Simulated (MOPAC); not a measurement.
Input file for MOPAC: PM7 on OF+, 2S+1 = 3, a spin state set in the input, which need not be the lowest, a point of a bond scan (R = 1.218 Å). Charge +1.

```
PM7 1SCF PRECISE CHARGE=1 UHF MS=1 THREADS=1
FO

O      0.00000000 1     0.00000000 1     0.00000000 1
F      0.00000000 1     0.00000000 1     1.21806700 1
```

Output:

```
*******************************************************************************
 **                                                                           **
 **                              MOPAC v23.2.5                                **
 **                                                                           **
 *******************************************************************************
 ** MOPAC's Digital Object Identifier: https://doi.org/10.5281/zenodo.6511958 **
 **                                                                           **
 ** Please cite the open-source release paper for use of this MOPAC version:  **
 ** J. E. Moussa and J. J. P. Stewart (2026)                                  **
 ** MOPAC: An open-source semiempirical molecular orbital program             **
 ** J. Open Source Softw., 11(119), 8025, https://doi.org/10.21105/joss.08025 **
 *******************************************************************************

                              PM7 CALCULATION RESULTS

 *******************************************************************************
 *  PM7        - The PM7 Hamiltonian to be used
 *  UHF        - UNRESTRICTED HARTREE-FOCK CALCULATION
 *
 *
 *
 *                 CHARGE ON SYSTEM = +1
 *
 *
 *
 *  MS=        - IN MECI, MAGNETIC COMPONENT OF SPIN =  1.0
 *  PRECISE    - TIGHTER CRITERIA TO BE USED
 *  1SCF       - DO 1 SCF AND THEN STOP
 *  THREADS=1  - MULTI-THREADING NOT USED
 *  T=         - A TIME OF 172800.0 SECONDS REQUESTED
 *  DUMP=N     - RESTART FILE WRITTEN EVERY 7200.0 SECONDS REQUESTED
 *******************************************************************************
PM7 1SCF PRECISE CHARGE=1 UHF MS=1 THREADS=1
 FO

   ATOM   CHEMICAL          X               Y               Z
  NUMBER   SYMBOL      (ANGSTROMS)     (ANGSTROMS)     (ANGSTROMS)

     1       O          0.00000000  *   0.00000000  *   0.00000000  *
     2       F          0.00000000  *   0.00000000  *   1.21806700  *



          CARTESIAN COORDINATES

    NO.       ATOM           X           Y           Z

     1         O          0.0000      0.0000      0.0000
     2         F          0.0000      0.0000      1.2181

 General Reference for PM7:
 "Optimization of Parameters for Semiempirical Methods VI: More Modifications to the
 NDDO Approximations and Re-optimization of Parameters", J. J. P. Stewart, J. Mol. Mod., 1:32, 19 (2013)
 https://link.springer.com/article/10.1007/s00894-012-1667-x

           Empirical Formula: O F  =     2 atoms



      MOLECULAR POINT GROUP   :   C*v


          UHF CALCULATION, NO. OF ALPHA ELECTRONS =    7
                           NO. OF BETA  ELECTRONS =    5

 -------------------------------------------------------------------------------
 PM7 1SCF PRECISE CHARGE=1 UHF MS=1 THREADS=1
 FO



     1SCF WAS SPECIFIED, SO BFGS WAS NOT USED
     SCF FIELD WAS ACHIEVED


                              PM7 CALCULATION
                                                       MOPAC v23.2.5 Linux




          FINAL HEAT OF FORMATION =        303.25424 KCAL/MOL =    1268.81573 KJ/MOL


          COSMO AREA              =         50.17 SQUARE ANGSTROMS
          COSMO VOLUME            =         32.21 CUBIC ANGSTROMS

          IONIZATION POTENTIAL    =         23.068085 EV
          ALPHA SOMO LUMO (EV)    =        -23.068 -8.001
          BETA  SOMO LUMO (EV)    =        -26.895-10.848
          NO. OF ALPHA ELECTRONS  =          7
          NO. OF BETA  ELECTRONS  =          5
          MOLECULAR WEIGHT        =         34.9978         POINT GROUP:  C*v

          MOLECULAR DIMENSIONS (Angstroms)

            Atom       Atom       Distance
            F     2    O     1     1.21807
            F     2    O     1     0.00000
            O     1    F     2     0.00000


          SCF CALCULATIONS        =          1





   ATOM   CHEMICAL          X               Y               Z
  NUMBER   SYMBOL      (ANGSTROMS)     (ANGSTROMS)     (ANGSTROMS)

     1       O          0.00000000  *   0.00000000  *   0.00000000  *
     2       F          0.00000000  *   0.00000000  *   1.21806700  *

                             CARTESIAN COORDINATES

   1    O        0.000000000     0.000000000     0.000000000
   2    F        0.000000000     0.000000000     1.218067000


           Empirical Formula: O F  =     2 atoms



      MOLECULAR POINT GROUP   :   C*v


          ALPHA EIGENVALUES
 -52.77689 -45.50953 -29.03026 -27.71780 -27.71780 -23.06809 -23.06809  -8.00147


           BETA EIGENVALUES
 -52.42882 -36.42501 -27.91889 -26.89522 -26.89522 -10.84781 -10.84781  -6.99527


              NET ATOMIC CHARGES AND DIPOLE CONTRIBUTIONS

  ATOM NO.   TYPE          CHARGE      No. of ELECS.   s-Pop       p-Pop
    1          O           0.828245        5.1718     1.99131     3.18045
    2          F           0.171755        6.8282     1.98788     4.84036
 DIPOLE           X         Y         Z       TOTAL
 POINT-CHG.     0.000     0.000    -2.171     2.171
 HYBRID        -0.000     0.000    -0.030     0.030
 SUM           -0.000     0.000    -2.201     2.201


          ATOMIC ORBITAL ELECTRON POPULATIONS

     Atom    s        px        py        pz
    1  O   1.99131   1.09643   1.09643   0.98759
    2  F   1.98788   1.90357   1.90357   1.03322


                    (SZ)    =    1.000000
                    (S**2)  =    2.008330


          ATOMIC ORBITAL SPIN POPULATIONS

    Atom   Total    s     px     py     pz
         Atomic
    1  O  1.8952  0.003  0.904  0.904  0.085
    2  F  0.1048  0.002  0.096  0.096 -0.090

 **********************
 *                    *
 * JOB ENDED NORMALLY *
 *                    *
 **********************




 == MOPAC DONE ==
```

The run finished.

Cost: about 0.020 core-seconds (a rough figure).
